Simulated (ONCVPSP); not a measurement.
**Reading a pseudo-wave (Cr (Z = 24))**

Columns: radius, all-electron u(r) and pseudo u(r) of the 3s shell (level -73.77 eV) of chromium in the configuration [Ne] 3s2 3p6 3d5 4s1; PBEsol, scalar-relativistic, ONCV scheme, ONCVPSP 4.0.1.

```csv
r (bohr),all-electron,pseudo
0.090,-0.0648,0.2112
0.180,-0.6016,0.4128
0.270,-0.4601,0.5961
0.360,-0.0030,0.7536
0.450,0.4706,0.8796
0.540,0.8327,0.9708
0.630,1.0565,1.0264
0.720,1.1582,1.0472
0.810,1.1693,1.0365
0.900,1.1200,0.9988
0.990,1.0349,0.9397
1.080,0.9322,0.8653
1.170,0.8239,0.7815
1.260,0.7179,0.6937
1.350,0.6186,0.6065
1.440,0.5284,0.5232
1.530,0.4482,0.4465
1.620,0.3781,0.3777
1.710,0.3174,0.3173
1.800,0.2654,0.2654
1.890,0.2212,0.2212
1.980,0.1839,0.1839
2.070,0.1526,0.1525
2.160,0.1263,0.1263
2.250,0.1044,0.1044
2.340,0.0861,0.0861
```

How many radial nodes do the two functions have?

The all-electron 3s function has n − l − 1 = 2 (the table is too coarse to show those close to the nucleus); the pseudo-wave has 0, since the states of the same l below it are removed with the core.

At about which radius was the pseudo-wave matched?

1.80 bohr. The columns agree to 0.0005 from 1.62 bohr on; several derivatives are matched, so the curves merge somewhat inside the radius.

Where does each function peak?

Outermost all-electron maximum near 0.81 bohr, pseudo maximum near 0.72 bohr (to the table’s step).

Is the pseudo-wave norm-conserving?

Yes: the ONCV scheme keeps the norm inside the radius equal to the all-electron one, which fixes the energy derivative of the logarithmic derivative at the level.
